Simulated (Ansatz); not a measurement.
```yaml
crystal:
  periodic: [true, true, true]
  atoms:
    - {symbol: C, position_ang: [0.055949, -0.001111, 1.667622]}
    - {symbol: N, position_ang: [-0.018063, -0.035016, 0.211832]}
    - {symbol: C, position_ang: [0.463344, -1.239680, -0.313551]}
    - {symbol: Zr, position_ang: [-0.459255, 1.310460, -1.054254]}
    - {symbol: I, position_ang: [-2.454131, 0.376764, -2.664102]}
    - {symbol: I, position_ang: [-1.215426, 3.482866, 0.183319]}
    - {symbol: I, position_ang: [1.661673, 1.703951, -2.685401]}
    - {symbol: H, position_ang: [-0.522159, -0.851676, 2.081730]}
    - {symbol: H, position_ang: [1.052115, -0.182226, 2.122452]}
    - {symbol: H, position_ang: [-0.301686, 0.984655, 2.023790]}
    - {symbol: H, position_ang: [1.413439, -1.550691, -0.001383]}
    - {symbol: H, position_ang: [-0.382028, -2.273596, -0.107150]}
    - {symbol: H, position_ang: [0.496896, -1.182089, -1.530037]}
basis:
  gaussian: {orbitals: def2-mTZVP}
total_charge: 1
magnetization: {spin_polarized: true, initial_magnetization: 1}
hamiltonian: {xc: {name: BHLYP}}
accuracy: high
output: {forces: true}
```

```sh
$ ansatz run in.yaml --threads 4 --pin off --events-out ev --progress --plain --max-ram 66560MiB --backend cpu
```

Question: How does Ansatz answer? (Estimate.)

Answer: Computed: The input was rejected before any iteration.
```
Error: YAML parse error: error: line 2 column 3: crystal: missing field `lattice` (a structure is typed as `lattice` and `atoms`, a molecule's as `atoms` in Å alone, or read from a run's directory, `checkpoint`)
 --> <input>:2:3
1 | crystal:
2 |   periodic: [true, true, true]
3 |   atoms:
4 |     - {symbol: C, position_ang: [0.055949, -0.001111, 1.667622]}
```
